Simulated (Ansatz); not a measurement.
Input file for Ansatz (a program for electronic structure): R-BLYP/def2-TZVPPD on CH5Cl (a complex). Files ending in .json are basis or fitting sets from the Basis Set Exchange.

Ansatz 0.2 input:
```yaml
crystal:
  periodic: [false, false, false]
  atoms:
    - {symbol: Cl, position_ang: [-0.41272735, -0.34685482, -0.48214466]}
    - {symbol: H, position_ang: [-0.29103565, -0.24310584, 0.79109653]}
    - {symbol: C, position_ang: [-0.04372021, -0.02852370, 3.28725130]}
    - {symbol: H, position_ang: [-0.97407985, 0.44721681, 2.97715472]}
    - {symbol: H, position_ang: [0.05742953, 0.06262602, 4.36752985]}
    - {symbol: H, position_ang: [-0.05916880, -1.08530270, 3.02073512]}
    - {symbol: H, position_ang: [0.80317258, 0.46344997, 2.80903287]}
basis:
  gaussian:
    orbitals: def2-TZVPPD.json
hamiltonian:
  xc: {name: BLYP}
scf: {lower_state_search: off}
```

The head of its log:

```
WARN ansatz: RAYON_NUM_THREADS=2 ignored (pool sized by the plan → 2); use --threads N
Functional definition: BLYP
these checks for a lower state are left out or cut short: stability, starts, cluster_reference, orbital_swaps, neighbouring_geometries, increment
integrals: 0.06 GiB planned
793 factors; their error is unknown
mean field: 0.53 GiB planned
mean field evaluation 1: about -13633.1330 eV, gradient 6.1e1 eV
mean field evaluation 2: about -13623.1563 eV, gradient 7.9e1 eV
```

Problem. What total energy does the run end on?

Solution. -501.3176 hartree.
